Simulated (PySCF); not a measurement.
Spinor energies of Pt⁵⁹⁺ (platinum, charge +59)

Start: [Ar] 3d1; 3d3/2 filled at m_j = +3/2. Calculated with PySCF 2.14 in an uncontracted even-tempered set (15 s from 18 bohr⁻², ratio 2.8; 12 p from 24 bohr⁻², ratio 2.8; 8 d from 24 bohr⁻², ratio 2.8; 3 f from 72 bohr⁻², ratio 3): generalised Hartree-Fock with the X2C-1e Hamiltonian and a Gaussian nucleus; one run each with spin-orbit coupling (SO) switched off, then screened by Boettger's factors.

```json
{"spinor shell": "1s1/2", "electrons": "2", "ε, spin-free (eV)": "-83232.7", "ε, screened SO (eV)": "-83203.3", "weight of nominal j (screened SO)": "1.000", "rms radius, screened SO (bohr)": "0.0194"}
{"spinor shell": "2s1/2", "electrons": "2", "ε, spin-free (eV)": "-18268.7", "ε, screened SO (eV)": "-18258.8", "weight of nominal j (screened SO)": "1.000", "rms radius, screened SO (bohr)": "0.0775"}
{"spinor shell": "2p1/2", "electrons": "2", "ε, spin-free (eV)": "-16428.1", "ε, screened SO (eV)": "-17692.6", "weight of nominal j (screened SO)": "1.000", "rms radius, screened SO (bohr)": "0.0656"}
{"spinor shell": "2p3/2", "electrons": "4", "ε, spin-free (eV)": "-16428.1", "ε, screened SO (eV)": "-15925.5", "weight of nominal j (screened SO)": "1.000", "rms radius, screened SO (bohr)": "0.0731"}
{"spinor shell": "3s1/2", "electrons": "2", "ε, spin-free (eV)": "-7065.2", "ε, screened SO (eV)": "-7062.1", "weight of nominal j (screened SO)": "1.000", "rms radius, screened SO (bohr)": "0.190"}
{"spinor shell": "3p1/2", "electrons": "2", "ε, spin-free (eV)": "-6509.3", "ε, screened SO (eV)": "-6836.8", "weight of nominal j (screened SO)": "1.000", "rms radius, screened SO (bohr)": "0.180"}
{"spinor shell": "3d3/2", "electrons": "1", "ε, spin-free (eV)": "-6052.6", "ε, screened SO (eV)": "-6111.9", "weight of nominal j (screened SO)": "1.000", "rms radius, screened SO (bohr)": "0.165"}
```

(1) Where does 3p3/2 lie, and what is the 3p spin-orbit splitting (screened SO)?

```json
{"quantity": "E (hartree)", "spin-free": "-14776.98222", "screened SO": "-14805.36168"}
{"quantity": "M_J", "spin-free": "3/2", "screened SO": "3/2"}
{"quantity": "⟨J²⟩", "spin-free": "3.958", "screened SO": "3.750"}
{"quantity": "⟨L²⟩", "spin-free": "6.000", "screened SO": "6.072"}
{"quantity": "⟨S²⟩", "spin-free": "0.750", "screened SO": "0.822"}
```

Each row is a mean over spinors that exchange with the open shell spreads, by up to 27.442 eV (3p1/2).

Breit and QED terms are absent; they matter most for the inner s and p1/2 levels.

Densities and radii are taken from the X2C orbitals without a picture-change correction, which distorts them close to the nucleus.

Without spin-orbit coupling the j labels of p, d and f shells carry no meaning; the spin-free column gives the mean over the occupied spinors of each nl shell, and its ⟨J²⟩ belongs to a mixture of degenerate components.

Answers

(1) At -6376.4 eV, 460.38 eV above 3p1/2.
